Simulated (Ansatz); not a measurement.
# doublet BeCl: levels of theory in one basis

```xyz
2

Be    0.0000    0.0000   -0.9926
Cl    0.0000    0.0000    0.9926
```

Basis set: def2-SVP (spherical functions). Frozen core: 5 orbitals. Correlation on ROHF uses semicanonical orbitals with singles. Charge 0, multiplicity 2.

Computed with Ansatz (development build ahead of 0.2.0); each method stands on the lowest determinant of its kind that the runs found.

```json
{"method": "ROHF", "E − E(ROHF) (eV)": "0.00", "<S²> of the determinant": "0.75"}
{"method": "UHF", "E − E(ROHF) (eV)": "-0.01", "<S²> of the determinant": "0.75"}
{"method": "ROHF-MP2", "E − E(ROHF) (eV)": "-3.96", "<S²> of the determinant": "–"}
{"method": "UHF-MP2", "E − E(ROHF) (eV)": "-3.97", "<S²> of the determinant": "0.75"}
```

(1) What does ROHF-CCSD(T) give on the same scale?

(2) Is a single determinant a sound starting point here?

## Answers

(1) -4.44 eV.

(2) By this sign, yes. Unrestricted orbitals gain 0.01 eV and <S²> is 0.75 against 0.75 for a pure state.
